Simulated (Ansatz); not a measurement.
diboron tetrachloride (B2Cl4), singlet, geometry from GFN2-xTB. Base run: MP2/6-31G run with Ansatz (a first-principles code).

Here is a job for Ansatz.
Ansatz 0.2 input:
```yaml
crystal:
  periodic: [false, false, false]
  atoms:
    - {symbol: Cl, position_ang: [-1.72231116, -1.20807352, 0.89204460]}
    - {symbol: B, position_ang: [-0.84531679, -0.07852237, -0.06467927]}
    - {symbol: Cl, position_ang: [-1.75980786, 0.88461581, -1.15847834]}
    - {symbol: B, position_ang: [0.84531679, 0.07852237, 0.06467927]}
    - {symbol: Cl, position_ang: [1.91510219, -0.85476349, -0.90736095]}
    - {symbol: Cl, position_ang: [1.56701683, 1.17822120, 1.17379469]}
basis:
  gaussian:
    orbitals: 6-31G
magnetization: {spin_polarized: false}
correlation: {method: mp2}
```

The base run was repeated with changes; each row names its change, and settings that it needs were set with it.

| change | basis functions | E (Eh) | MP2 correlation (Eh) | core-seconds (rough) |
|---|---|---|---|---|
| base | 70 | -1887.59905 | -0.27019 | 2 |
| basis = STO-3G | ___ | ___ | ___ | 0.8 |
| basis = 3-21G | 70 | -1878.68716 | -0.28640 | 2 |
| basis = pcseg-0 | 70 | -1885.34797 | -0.28795 | 2 |
| basis = cc-pVDZ | 100 | -1888.24131 | -0.69227 | 4 |
| basis = pc-1 | 100 | -1888.14118 | -0.68491 | 3 |
| basis = def2-SVP | 100 | ___ | ___ | 3 |
| basis = 6-31G* | 106 | -1888.12865 | -0.67341 | 3 |
| basis = 6-31G** | 106 | -1888.12865 | -0.67341 | 3 |
| basis = 6-311G** | ___ | ___ | ___ | 4 |
| basis = cc-pVTZ | 196 | -1888.55285 | -0.93335 | 10 |
| basis = pcseg-2 | 196 | -1888.47972 | -0.89045 | 7 |
| basis = def2-TZVPD | ___ | ___ | ___ | 20 |

**Question.** Fill in the missing entries.

**Answer.** 
- basis = STO-3G, basis functions: 46
- basis = STO-3G, E (Eh): -1867.31955
- basis = STO-3G, MP2 correlation (Eh): -0.10200
- basis = def2-SVP, E (Eh): -1887.60078
- basis = def2-SVP, MP2 correlation (Eh): -0.68899
- basis = 6-311G**, basis functions: 144
- basis = 6-311G**, E (Eh): -1888.28308
- basis = 6-311G**, MP2 correlation (Eh): -0.71793
- basis = def2-TZVPD, basis functions: 258
- basis = def2-TZVPD, E (Eh): -1888.52000
- basis = def2-TZVPD, MP2 correlation (Eh): -0.92906

Totals compare only among sets that treat the same electrons; sets with core potentials leave the core out.
